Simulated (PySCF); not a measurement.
## Atomic charges by several schemes

Species: C₆H₆FNO₂.
Structure used (GFN2-xTB), in Å, numbered top down from 1:
```
atom  x, y, z in Å
C1     2.354   -0.599    0.310
O2     2.382    0.795    0.059
C3     1.235    1.464   -0.066
C4    -0.051    1.067    0.043
C5    -1.041    2.057   -0.158
N6    -1.843    2.862   -0.324
O7    -0.425   -0.228    0.362
C8    -1.713   -0.598    0.147
C9    -2.124   -1.811    0.491
F10   -3.395   -2.181    0.267
H11    3.396   -0.906    0.375
H12    1.864   -1.136   -0.505
H13    1.842   -0.823    1.248
H14    1.421    2.508   -0.286
H15   -2.383    0.119   -0.310
H16   -1.527   -2.581    0.952
```

Density: PBE0/pcSseg-1 (PySCF); schemes: Mulliken, IAO, Hirshfeld and ESP-fitted. Geometry: GFN2-xTB, one conformer, isolated molecule.

Problem. Atoms with like bonding are taken together and averaged. At which atom do the 4 schemes differ most?

Solution. At O7: from -0.467 (Mulliken) to -0.075 e (Hirshfeld), 0.392 e apart.

Problem. Do the Mulliken, IAO, Hirshfeld and ESP-fitted schemes agree on where the charge is lowest?

Solution. The schemes don't all agree: Mulliken O7 (-0.467); IAO O7 (-0.297); Hirshfeld N6 (-0.208); ESP-fitted N6 (-0.410).

Problem. What partial charge does each atom carry?

Solution. In e; atoms taken as equivalent share a row and are averaged (×n: the atom named and its like, n in all):

| atom | environment | Mulliken | IAO | Hirshfeld | ESP-fitted |
| --- | --- | --- | --- | --- | --- |
| C1 | methoxy carbon | -0.032 | -0.212 | -0.033 | -0.088 |
| O2 | ether oxygen | -0.451 | -0.294 | -0.089 | -0.210 |
| C3 | vinylic carbon bearing oxygen | +0.248 | +0.068 | +0.044 | -0.067 |
| C4 | vinylic carbon bearing oxygen | +0.091 | +0.048 | +0.043 | +0.099 |
| C5 | nitrile carbon | +0.062 | +0.107 | +0.064 | +0.245 |
| N6 | nitrile nitrogen | -0.232 | -0.231 | -0.208 | -0.410 |
| O7 | ether oxygen | -0.467 | -0.297 | -0.075 | -0.118 |
| C8 | vinylic carbon bearing oxygen | +0.064 | -0.012 | -0.004 | -0.182 |
| C9 | vinylic C–F carbon | +0.202 | +0.096 | +0.013 | -0.032 |
| F10 | vinyl fluorine | -0.279 | -0.266 | -0.087 | -0.139 |
| H11/H12/H13 | methyl hydrogen | +0.129 | +0.157 | +0.050 | +0.104 |
| H14 | vinylic hydrogen | +0.147 | +0.190 | +0.070 | +0.181 |
| H15 | vinylic hydrogen | +0.153 | +0.168 | +0.053 | +0.241 |
| H16 | vinylic hydrogen | +0.105 | +0.161 | +0.060 | +0.169 |

Mean size of the charges over all atoms: Mulliken 0.183 e, IAO 0.164 e, ESP-fitted 0.156 e, Hirshfeld 0.062 e. Each set sums to the total charge, 0, to within 0.001 e. The Mulliken scheme counts on each atom the diagonal of the density matrix times the overlap matrix over that atom's basis functions. The ESP scheme fits charges at the nuclei, held to the total charge, to the electrostatic potential on points at 1.4 to 2.0 times the van der Waals radii.

Problem. Sum the charges by element, for elements with more than one atom.

Solution. 
```
element  atoms  Mulliken     IAO  Hirshfeld  ESP-fitted
      C      6    +0.635  +0.096     +0.126      -0.025
      O      2    -0.917  -0.591     -0.165      -0.328
      H      6    +0.794  +0.991     +0.333      +0.902
```

Problem. How many electrons does the IAO scheme count on F10?

Solution. Z − q = 9 − (-0.266) = 9.266.
